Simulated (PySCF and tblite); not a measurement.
Values are calculated unless marked as measured or tabulated.
C₇H₁₀Si, numbered as in [CH2:1]=[CH:2][C:3]1=[C:4]([SiH3:5])[CH2:6][CH:7]=[CH:8]1.

Level: B97-D-D3(BJ)/cc-pVDZ (IEF-PCM, chloroform)//GFN2-xTB, thermal terms from GFN2-xTB, symmetry numbers and mirror pairs counted. Conformers within 2.5 kcal/mol (GFN2-xTB free energy) were kept, 3 at most. Programs: PySCF with density fitting and tblite.

Torsions listed: C1–C2–C3–C4. The 5-ring runs over atoms 3–4–6–7–8. Of a mirror pair one member is shown.

```tsv
conformer	shape	symmetry	E(GFN2) kcal/mol
1	5-ring flat; 180°	Cs	0.00
2	5-ring flat; 27°	C1 (pair)	0.95
```

(1) Which of these conformers is the most populated at 298.15 K, and with what share?

(2) Give the DFT energies and free energies relative to the lowest, and all weights.

(3) How does its share change from 250 K to 350 K?

Results:

(1) Conformer 1, about 96 %.

(2) 
| conformer | shape | E(DFT) kcal/mol | G(298.15 K) kcal/mol | weight % |
| --- | --- | --- | --- | --- |
| 1 | 5-ring flat; 180° | 0.00 | 0.00 | 96.0 |
| 2 | 5-ring flat; 27° | 1.93 | 1.89 | 4.0 |

(3) From 98 % to 93 %; the mixing entropy goes from 0.23 to 0.58 cal/(mol K).
